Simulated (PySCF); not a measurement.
Give a PBE0-D3(BJ)/def2-SVP geometry of `c1(c(C(F)(F)F)c1Br)=O`.

```
atom  x, y, z in Å
O1     1.8623   -1.7975    0.8928
C2     1.3140   -0.8166    0.5058
C3     1.2914    0.5731    0.1118
Br4    2.0383    2.2196   -0.2014
C5     0.1363   -0.1086    0.0692
C6    -1.3184   -0.0310   -0.2690
F7    -2.0542   -0.4942    0.7337
F8    -1.6775    1.2255   -0.5117
F9    -1.5742   -0.7565   -1.3517
```

Any rigid rotation of these coordinates is as good. Atoms count from 1 in this order. The C–C distances run from 1.342 Å (C3–C5, drawn aromatic) to 1.496 Å (C5–C6, drawn single), a spread of 0.154 Å. The 3-membered ring C2–C3–C5 has internal angles of 55.4° to 62.4°. All 3 C–F bonds measure 1.327 to 1.329 Å.

Bonds between heavy atoms (Å): O1=C2 1.189, C2–C3 1.445, C3–Br4 1.835, C3–C5 1.342, C5–C6 1.496, C6–F7 1.327, C6–F8 1.329, C6–F9 1.328, C2–C5 1.442.

Level of theory: PySCF 2.14.0, PBE0-D3(BJ)/def2-SVP geometry optimisation, gas phase.

Point group: near Cs, missed by 0.31 Å at most; the miss may be what the optimiser left on a soft mode. PBE0-D3(BJ)/def2-SVP frequencies: not computed here.
